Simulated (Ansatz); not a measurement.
Coupled-cluster diagnostics for VO₄H₃, Ansatz.

Geometry of the singlet (r2SCAN-D4/def2-SVP):

```xyz
8

V    -0.347   -0.228    0.135
O    -0.396   -0.113    1.704
O    -1.939   -0.594   -0.568
O     1.027   -1.161   -0.477
O    -1.501    0.720   -0.893
H     0.933    1.301   -0.280
H     1.716   -1.535    0.092
H     0.507    1.610    0.288
```

Correlated methods freeze 9 core orbitals; core or outer-core shells of V are correlated, in sets that lack core-valence functions. The structure holds one bond between oxygen atoms, so isomers without such links may lie far lower. In the singlet, H6 and H8 lie 0.77 Å apart (atoms count from 1), so H2 has formed as a molecule. Another isomer (singlet) lies 0.14 eV lower at PBE0-D4/def2-TZVP; other spin states weren't run for this one.

(1) Estimate the CCSD(T) correlation energy, the shares of MP2 and (T), T1 and the reference's ⟨S²⟩ for: charge 0, singlet, own geometry in def2-TZVP; and the rough time on 4 threads of Arm Neoverse V2 on a shared host.

Results:

(1) 
```tsv
state	basis	correlation (eV)	MP2 share (%)	(T) share (%)	T1	⟨S²⟩ (pure)	wall time	remarks
charge 0, singlet, own geometry	def2-TZVP	-43.240	100.5	6.6	0.034	0.00 (0.00)	1.8 min	restricted SCF unstable
```
Customary marks for T1 are 0.02 (closed shells), 0.045 (open shells) and about 0.05 (3d metals). T1 exceeds 0.02 in 1 of 1 rows and 0.045 in 0; the higher it lies, the less the single-reference result can be trusted.
